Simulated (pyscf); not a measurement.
# `[CH3][O][CH2][CH2][O-]`, singlet

Gas-phase minimum from PySCF at ωB97X-D3(BJ)/def2-SVPD, one conformer. H₃C–O–CH₂–CH₂–O⁻ lies 17.3 kcal/mol over its isomer H₃C–O–CH(CH₃)–O⁻ (electronic energy, ωB97M-D3(BJ)/def2-TZVPD). 

```xyz
12

C      0.4795    -0.4179    -0.9884
O     -0.1189    -0.1668     0.2661
C      0.3259     1.0495     0.8659
C     -0.1669     2.3401     0.1741
O      0.3397     2.5756    -1.0459
H      0.4032     0.4722    -1.6343
H     -0.0372    -1.2867    -1.4287
H      1.5539    -0.6705    -0.8628
H      1.4366     1.0610     0.8810
H     -0.0446     1.0110     1.9074
H     -1.2988     2.2637     0.2103
H      0.0661     3.1451     0.9497
```
Charge -1, spin multiplicity 1.

Bonds (Å): C1–O2 1.412, C1–H6 1.102, C1–H7 1.103, C1–H8 1.111, O2–C3 1.427, C3–C4 1.545, C3–H9 1.111, C3–H10 1.106, C4–O5 1.342, C4–H11 1.135, C4–H12 1.142. Angles (°): O2–C1–H6 110.3, O2–C1–H7 107.2, O2–C1–H8 110.5, H6–C1–H7 111.7, H6–C1–H8 108.5, H7–C1–H8 108.6, C1–O2–C3 113.1, O2–C3–C4 115.1, O2–C3–H9 109.0, O2–C3–H10 105.2, C4–C3–H9 108.4, C4–C3–H10 110.1, H9–C3–H10 108.8, C3–C4–O5 115.7 (the first ones only).

Properties at ωB97X-D3(BJ)/def2-SVPD:

```json
{
 "harmonic_wavenumbers_unscaled": "107, 170, 204, 330, 378, 533, 822, 922, 1000, 1104, 1168, 1191, 1200, 1239, 1260, 1317, 1359, 1385, 1432, 1451, 1453, 1466, 1507, 2606, 2691, 2958, 2971, 3045, 3060, 3118 cm⁻¹",
 "zero_point_energy": "62.1 kcal/mol",
 "rotational_symmetry_number": "1",
 "Entropy of this conformer at 298 K and 1 atm, rigid rotor and harmonic oscillator, modes under 100 cm⁻¹ raised to 100": "318.1 J/(mol K)",
 "dipole_moment": "depends on origin"
}
```

Single-point totals, which compare only within one level:

```json
[
 {"level": "ωB97X-D3(BJ)/def2-TZVPD", "total energy (hartree)": "-269.14841"},
 {"level": "PBE/def2-TZVPD", "total energy (hartree)": "-268.74260"},
 {"level": "r²SCAN/def2-TZVPD", "total energy (hartree)": "-268.90952"},
 {"level": "B3LYP-D3(BJ)/def2-TZVPD", "total energy (hartree)": "-269.08169"},
 {"level": "PBE0-D3(BJ)/def2-TZVPD", "total energy (hartree)": "-268.75658"},
 {"level": "M06-2X/def2-TZVPD", "total energy (hartree)": "-268.93910"},
 {"level": "ωB97M-D3(BJ)/def2-TZVPD", "total energy (hartree)": "-269.12107"}
]
```

Soft torsions are taken as harmonic, which can shift the entropy by several J/(mol K).
